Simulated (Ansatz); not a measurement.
Steps of a relaxation of CH4OSeSi, SMILES `[SeH]C1O[SiH2]1` with RKS PBE-D4/def2-SVP.

```sh
$ ansatz run in.yaml --threads 4 --pin off --events-out ev --progress --plain --max-ram 10444MiB
```

```yaml
crystal:
  periodic: [false, false, false]
  atoms:
    - {symbol: Se, position_ang: [-1.451400, 1.284900, -0.544800]}
    - {symbol: C, position_ang: [0.006900, 0.600700, 0.425700]}
    - {symbol: O, position_ang: [1.143400, 0.735100, -0.293000]}
    - {symbol: Si, position_ang: [0.746700, -0.946700, -0.289700]}
    - {symbol: H, position_ang: [-2.470300, 0.489900, 0.274900]}
    - {symbol: H, position_ang: [0.143800, 0.804900, 1.510800]}
    - {symbol: H, position_ang: [1.657400, -1.726700, 0.523300]}
    - {symbol: H, position_ang: [0.315600, -1.299300, -1.662900]}
basis:
  gaussian: {orbitals: def2-SVP}
hamiltonian: {xc: pbe, dispersion: d4}
relax: {f_tol: 0.03, max_steps: 200}
```

Positions (Å) and forces (eV/Å) along the path, 17 of 31 steps:

```xyz
8
step=1 energy=-76344.8411 eV
Se   -1.451    1.285   -0.545   -2.122    0.437    0.060
C     0.007    0.601    0.426   -0.543   -1.202    1.630
O     1.143    0.735   -0.293    2.718    0.668   -1.211
Si    0.747   -0.947   -0.290   -0.586    0.427   -0.242
H    -2.470    0.490    0.275    0.374    0.476   -0.510
H     0.144    0.805    1.511   -0.488    0.219    0.046
H     1.657   -1.727    0.523    0.673   -0.605    0.268
H     0.316   -1.299   -1.663   -0.026   -0.419   -0.041
8
step=2 energy=-76345.1490 eV
Se   -1.527    1.361   -0.491   -0.568    0.358   -0.272
C    -0.003    0.570    0.410   -0.344   -0.825    1.044
O     1.191    0.737   -0.281    0.961    0.340   -0.581
Si    0.807   -0.957   -0.291   -0.295    0.361   -0.112
H    -2.585    0.622    0.264    0.211    0.018   -0.020
H     0.061    0.783    1.503   -0.148    0.096   -0.150
H     1.799   -1.759    0.464    0.135   -0.178    0.046
H     0.349   -1.414   -1.635    0.048   -0.169    0.045
8
step=3 energy=-76345.2007 eV
Se   -1.549    1.429   -0.491    0.020   -0.130    0.042
C    -0.037    0.534    0.420   -0.055   -0.099    0.159
O     1.183    0.753   -0.279    0.327   -0.146   -0.098
Si    0.825   -0.953   -0.300   -0.079    0.361   -0.068
H    -2.553    0.661    0.285   -0.125    0.005    0.008
H    -0.004    0.783    1.505   -0.009   -0.026   -0.123
H     1.849   -1.773    0.429   -0.096    0.030    0.008
H     0.378   -1.491   -1.624    0.018    0.005    0.073
8
step=4 energy=-76345.2131 eV
Se   -1.557    1.403   -0.489    0.054    0.003   -0.025
C    -0.019    0.545    0.421   -0.016   -0.192    0.048
O     1.215    0.759   -0.278   -0.009   -0.113   -0.046
Si    0.827   -0.937   -0.312   -0.006    0.291    0.063
H    -2.572    0.644    0.287    0.004   -0.020    0.011
H     0.010    0.791    1.503    0.028    0.004   -0.061
H     1.810   -1.780    0.441   -0.051    0.015   -0.009
H     0.377   -1.482   -1.628   -0.003    0.012    0.018
8
step=5 energy=-76345.2162 eV
Se   -1.552    1.393   -0.491    0.022    0.007    0.014
C    -0.015    0.542    0.425   -0.031   -0.078   -0.020
O     1.218    0.764   -0.282   -0.017   -0.110   -0.011
Si    0.827   -0.928   -0.316    0.023    0.178    0.047
H    -2.566    0.630    0.284    0.008   -0.009   -0.006
H     0.021    0.794    1.504    0.012    0.014   -0.013
H     1.790   -1.781    0.449   -0.012    0.000   -0.013
H     0.369   -1.472   -1.628   -0.006   -0.002    0.003
8
step=6 energy=-76345.2170 eV
Se   -1.548    1.399   -0.483    0.028    0.030   -0.019
C    -0.012    0.545    0.430   -0.016   -0.076    0.012
O     1.221    0.765   -0.280    0.015   -0.060   -0.033
Si    0.829   -0.922   -0.317   -0.029    0.121    0.088
H    -2.562    0.606    0.259   -0.012   -0.028    0.013
H     0.029    0.804    1.508    0.019   -0.008   -0.027
H     1.789   -1.785    0.444   -0.019    0.020   -0.026
H     0.346   -1.470   -1.618    0.015    0.001   -0.007
8
step=7 energy=-76345.2182 eV
Se   -1.542    1.406   -0.472   -0.021    0.008    0.011
C    -0.007    0.550    0.439   -0.004    0.004    0.003
O     1.224    0.763   -0.283    0.017    0.025   -0.005
Si    0.822   -0.915   -0.313   -0.008   -0.027    0.026
H    -2.554    0.570    0.229    0.008   -0.001   -0.011
H     0.046    0.818    1.513    0.012   -0.014   -0.014
H     1.778   -1.786    0.439   -0.008    0.009   -0.004
H     0.326   -1.463   -1.609    0.004   -0.005   -0.006
8
step=9 energy=-76345.2191 eV
Se   -1.540    1.429   -0.438   -0.089   -0.069    0.064
C     0.004    0.567    0.450    0.014    0.013   -0.018
O     1.230    0.765   -0.290    0.006    0.019    0.008
Si    0.808   -0.907   -0.308   -0.010   -0.034   -0.017
H    -2.539    0.498    0.165    0.074    0.071   -0.053
H     0.081    0.837    1.522    0.000   -0.003   -0.002
H     1.757   -1.789    0.439    0.000    0.001    0.009
H     0.291   -1.458   -1.596    0.005    0.002    0.009
8
step=12 energy=-76345.2205 eV
Se   -1.552    1.467   -0.364   -0.067   -0.112    0.053
C     0.023    0.594    0.461   -0.022   -0.007    0.018
O     1.236    0.768   -0.307   -0.002   -0.010   -0.012
Si    0.786   -0.897   -0.305    0.021    0.024    0.022
H    -2.503    0.395    0.056    0.090    0.102   -0.048
H     0.137    0.860    1.531   -0.003    0.003   -0.021
H     1.719   -1.788    0.450   -0.007    0.000   -0.010
H     0.246   -1.456   -1.579   -0.010    0.000   -0.003
8
step=14 energy=-76345.2217 eV
Se   -1.551    1.467   -0.328   -0.051    0.097   -0.042
C     0.031    0.606    0.474    0.042   -0.058    0.038
O     1.239    0.772   -0.311    0.018    0.014   -0.036
Si    0.779   -0.886   -0.302   -0.023   -0.015    0.029
H    -2.468    0.343   -0.013   -0.026   -0.038   -0.002
H     0.161    0.882    1.539    0.015   -0.009    0.011
H     1.704   -1.793    0.443    0.011    0.001   -0.004
H     0.199   -1.447   -1.559    0.014    0.008    0.006
8
step=19 energy=-76345.2313 eV
Se   -1.593    1.503   -0.160   -0.082   -0.210    0.035
C     0.051    0.629    0.501   -0.067    0.092    0.028
O     1.220    0.777   -0.358   -0.017   -0.053    0.007
Si    0.753   -0.875   -0.282    0.034   -0.020   -0.041
H    -2.395    0.242   -0.252    0.134    0.187   -0.018
H     0.254    0.912    1.553   -0.001    0.008   -0.017
H     1.686   -1.788    0.445    0.008    0.005   -0.004
H     0.116   -1.457   -1.501   -0.008   -0.009    0.010
8
step=21 energy=-76345.2372 eV
Se   -1.605    1.502   -0.113   -0.047   -0.159    0.034
C     0.054    0.634    0.509   -0.095    0.047   -0.069
O     1.209    0.777   -0.371   -0.011   -0.043    0.009
Si    0.746   -0.874   -0.277    0.039   -0.014   -0.027
H    -2.364    0.232   -0.318    0.093    0.138   -0.017
H     0.272    0.917    1.555    0.026    0.040    0.068
H     1.690   -1.783    0.441    0.006    0.001   -0.006
H     0.090   -1.464   -1.482   -0.012   -0.010    0.008
8
step=22 energy=-76345.2440 eV
Se   -1.619    1.500   -0.062   -0.039   -0.141    0.024
C     0.053    0.635    0.517   -0.057    0.045   -0.026
O     1.195    0.777   -0.383   -0.002   -0.034   -0.012
Si    0.742   -0.875   -0.272    0.018    0.011    0.001
H    -2.336    0.232   -0.385    0.075    0.118   -0.017
H     0.290    0.928    1.557    0.012    0.009    0.025
H     1.698   -1.780    0.435    0.007    0.000   -0.007
H     0.069   -1.475   -1.464   -0.013   -0.009    0.012
8
step=24 energy=-76345.2527 eV rejected
Se   -1.668    1.472    0.110   -0.210   -0.696   -0.310
C     0.051    0.634    0.552    0.013    0.063   -0.062
O     1.130    0.778   -0.431   -0.020   -0.021    0.024
Si    0.724   -0.878   -0.249   -0.010    0.007    0.028
H    -2.226    0.261   -0.636    0.263    0.643    0.334
H     0.355    0.951    1.570   -0.038   -0.007   -0.028
H     1.743   -1.756    0.408   -0.002    0.006   -0.026
H    -0.017   -1.519   -1.380    0.004    0.004    0.040
8
step=28 energy=-76345.2693 eV rejected
Se   -1.731    1.404    0.255   -0.034   -0.500   -0.464
C     0.029    0.616    0.571    0.155    0.096    0.031
O     1.040    0.774   -0.480   -0.092   -0.025    0.092
Si    0.711   -0.895   -0.224    0.015   -0.012    0.028
H    -2.077    0.398   -0.825    0.004    0.428    0.373
H     0.378    0.958    1.568   -0.023   -0.020   -0.041
H     1.817   -1.717    0.367   -0.023    0.026   -0.030
H    -0.074   -1.595   -1.288   -0.002    0.008    0.010
8
step=29 energy=-76345.2819 eV
Se   -1.714    1.405    0.215   -0.026    0.007   -0.005
C     0.039    0.621    0.562    0.039   -0.027   -0.001
O     1.068    0.775   -0.463   -0.011   -0.008   -0.025
Si    0.720   -0.892   -0.226    0.017   -0.030    0.014
H    -2.142    0.386   -0.781    0.023    0.022    0.016
H     0.371    0.955    1.566   -0.037    0.016    0.016
H     1.807   -1.728    0.375   -0.002    0.016   -0.011
H    -0.057   -1.578   -1.304   -0.002    0.005   -0.004
8
step=31 energy=-76345.2829 eV
Se   -1.723    1.398    0.235   -0.009   -0.017   -0.019
C     0.036    0.615    0.566    0.017   -0.005   -0.011
O     1.052    0.769   -0.471   -0.009    0.014    0.003
Si    0.719   -0.900   -0.220    0.009   -0.023   -0.004
H    -2.124    0.415   -0.808    0.007    0.020    0.016
H     0.369    0.958    1.566   -0.005    0.007    0.014
H     1.826   -1.720    0.366   -0.006    0.005   -0.002
H    -0.062   -1.593   -1.291   -0.004   -0.001    0.004
```

Hardware: 4 threads of an Arm Neoverse V2 on a shared host. Wall time 29 s, peak host memory 0.16 GiB.
